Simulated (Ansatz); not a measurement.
A run for Ansatz (a first-principles code): R-RI-MP2/cc-pVQZ on GaGeH5 (SMILES [GaH2][GeH3]), a point of a torsion scan. Files ending in .json are basis or fitting sets from the Basis Set Exchange. The run froze 28 orbitals, filled d shells among them.

Ansatz 0.2 input:
```yaml
crystal:
  periodic: [false, false, false]
  atoms:
    - {symbol: Ga, position_ang: [1.41043167, -0.09295203, -0.00163775]}
    - {symbol: Ge, position_ang: [-1.00880380, 0.07774634, -0.00292416]}
    - {symbol: H, position_ang: [2.38055614, 1.16650277, 0.03343106]}
    - {symbol: H, position_ang: [2.23350976, -1.45285179, -0.04260367]}
    - {symbol: H, position_ang: [-1.73165677, -0.51810056, -1.19111021]}
    - {symbol: H, position_ang: [-1.74038895, -0.54643019, 1.16520124]}
    - {symbol: H, position_ang: [-1.53310141, 1.49637325, 0.01147464]}
basis:
  gaussian:
    orbitals: cc-pVQZ
    fitting: {mean_field: def2-universal-JKFIT, correlation: cc-pVQZ-RIFIT.json}
magnetization: {spin_polarized: false}
correlation: {method: mp2, electrons: outside_noble_gas}
scf: {lower_state_search: off}
```

Task: What total energy does the run end on?

Result: -4001.8070 hartree.
